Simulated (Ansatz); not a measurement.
How methods differ on BCl3 (boron trichloride)

The species is BCl3 (4 atoms), meant as a singlet with charge 0. SMILES: `ClB(Cl)Cl`. The coordinates come from a PBE0-D4/def2-TZVP relaxation.

```xyz
4

Cl   -0.2579    0.5164    1.6383
B     0.0000    0.0000    0.0000
Cl    0.9420   -1.4231   -0.3240
Cl   -0.6841    0.9066   -1.3143
```

Each level gives the energy change with the B2–Cl4 bond stretched from 1.737 to 3.474 Å (eV). The values are calculated.

```json
{"level": "SVWN5/STO-3G (restricted)", "kind": "LDA", "program": "Ansatz", "value (eV)": "5.96", "less FCI/STO-3G": "+1.25", "CPU time (all runs)": "2.2 s"}
{"level": "BLYP/STO-3G (restricted)", "kind": "GGA", "program": "Ansatz", "value (eV)": "5.12", "less FCI/STO-3G": "+0.41", "CPU time (all runs)": "3.3 s"}
{"level": "r2SCAN/STO-3G (restricted)", "kind": "meta-GGA", "program": "Ansatz", "value (eV)": "5.75", "less FCI/STO-3G": "+1.04", "CPU time (all runs)": "9.5 s"}
{"level": "B3LYP/STO-3G (restricted)", "kind": "global hybrid", "program": "Ansatz", "value (eV)": "5.77", "less FCI/STO-3G": "+1.06", "CPU time (all runs)": "3.6 s"}
{"level": "PBE0/STO-3G (restricted)", "kind": "global hybrid", "program": "Ansatz", "value (eV)": "6.20", "less FCI/STO-3G": "+1.49", "CPU time (all runs)": "3.4 s"}
{"level": "wB97M-V/STO-3G (restricted)", "kind": "range-separated hybrid", "program": "Ansatz", "value (eV)": "6.70", "less FCI/STO-3G": "+1.99", "CPU time (all runs)": "47 s"}
{"level": "MP2/STO-3G (restricted)", "kind": "perturbation theory", "program": "Ansatz", "value (eV)": "5.92", "less FCI/STO-3G": "+1.21", "CPU time (all runs)": "0.66 s"}
{"level": "BCCD(T)/STO-3G (restricted)", "kind": "coupled cluster or CI", "program": "Ansatz", "value (eV)": "4.67", "less FCI/STO-3G": "-0.04", "CPU time (all runs)": "0.77 s"}
{"level": "CCSDT/STO-3G (restricted)", "kind": "coupled cluster or CI", "program": "Ansatz", "value (eV)": "4.71", "less FCI/STO-3G": "0.00", "CPU time (all runs)": "1.3 s"}
{"level": "FCI/STO-3G", "kind": "exact in the basis", "program": "Ansatz", "value (eV)": "4.71", "less FCI/STO-3G": "0.00", "CPU time (all runs)": "31 s"}
```

FCI/STO-3G is exact within its basis and frozen core, so for wave-function methods in that basis the difference is their error; functionals converge differently with the basis, so for them it is only a difference. The first shape isn't each level's own minimum. The values span 4.67 to 6.70 eV. All rows use very small basis sets, so none should be taken for the real molecule's value. Times are those of the runs behind each value, whatever else they computed, on shared processors of several kinds: orders of magnitude only.
